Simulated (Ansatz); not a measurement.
Reactions of `CC(Cl)=CCO`.

Program: Ansatz. Geometries: PBE0-D4/def2-TZVP. ΔE: electronic, gas phase. CCSD(T)/CBS is the MP2 limit (def2-TZVPP, def2-QZVPP) plus CCSD(T) − MP2 in def2-TZVPP, frozen cores. Double bonds are as drawn, so ΔE can hold a change between cis and trans. def2 core potentials past Kr. For Ge, Hf outer-core shells are correlated without core-valence functions, which leaves a few kJ/mol of doubt a bond. Scalar relativity is left out up to krypton. One conformer a species, not always the lowest.

Question: Order these by ΔE at CCSD(T)/CBS, lowest first. (An estimate is asked.)
A. `C/C(Cl)=C/CO` + `[OH][Ge]([OH])([Cl])[Cl]` → `C[O][Ge]([OH])([Cl])[Cl]` + `OC/C=C/Cl`
B. `C/C(Cl)=C/CO` + `[CH3][AlH][CH3]` → `[CH3][Al]([CH3])[CH2]O` + `C=C(C)Cl`
C. `C/C(Cl)=C/CO` + `[NH2][Hf]([F])([F])[F]` → `C[NH][Hf]([F])([F])[F]` + `OC/C=C/Cl`
D. `C/C(Cl)=C/CO` + `N[SiH2]F` → `OCN[SiH2]F` + `C=C(C)Cl`

Answer: B (+0.4 kJ/mol), D (+18.4 kJ/mol), C (+59.6 kJ/mol), A (+72.4 kJ/mol).

Largest T1 diagnostic: 0.016, for `[NH2][Hf]([F])([F])[F]`.
